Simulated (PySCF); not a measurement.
# Dipole response of Ir- (iridium, charge -1)

[Xe] 4f14 5d8 6s2, high-spin 3F determinant. Calculation: PySCF 2.14, in x2c-TZVPPall with one added diffuse shell each of s, p, d, f type (12s8p8d4f1g, 113 functions); the spin-free X2C one-electron Hamiltonian (Gaussian nucleus). Coupled (time-dependent) response in atomic units; α is the mean over directions.

| method | mean α (bohr³) | C₆ (like pair) | S(−4) |
| --- | --- | --- | --- |
| UHF | 555.9 | 8741 | 744100 |

S(−4) is the Cauchy moment in α(ω) = α(0) + S(−4) ω² + …

Spin-orbit coupling is absent.

α(iu) at UHF:

```json
{"u (hartree)": "0", "α(iu) (bohr³)": "555.9"}
{"u (hartree)": "0.0500", "α(iu) (bohr³)": "202.0"}
{"u (hartree)": "0.100", "α(iu) (bohr³)": "107.8"}
{"u (hartree)": "0.200", "α(iu) (bohr³)": "50.41"}
{"u (hartree)": "0.300", "α(iu) (bohr³)": "31.24"}
{"u (hartree)": "0.500", "α(iu) (bohr³)": "17.06"}
{"u (hartree)": "0.750", "α(iu) (bohr³)": "10.49"}
{"u (hartree)": "1.00", "α(iu) (bohr³)": "7.343"}
{"u (hartree)": "1.50", "α(iu) (bohr³)": "4.326"}
{"u (hartree)": "2.00", "α(iu) (bohr³)": "2.900"}
{"u (hartree)": "3.00", "α(iu) (bohr³)": "1.581"}
{"u (hartree)": "5.00", "α(iu) (bohr³)": "0.6869"}
```

For an ion, C₆ is the dispersion term alone; charge-induced terms of lower order in 1/R come first.

Spin-orbit coupling, absent here, splits the open shell strongly. ⟨S²⟩ = 2.10 against 2.00 shows spin contamination.
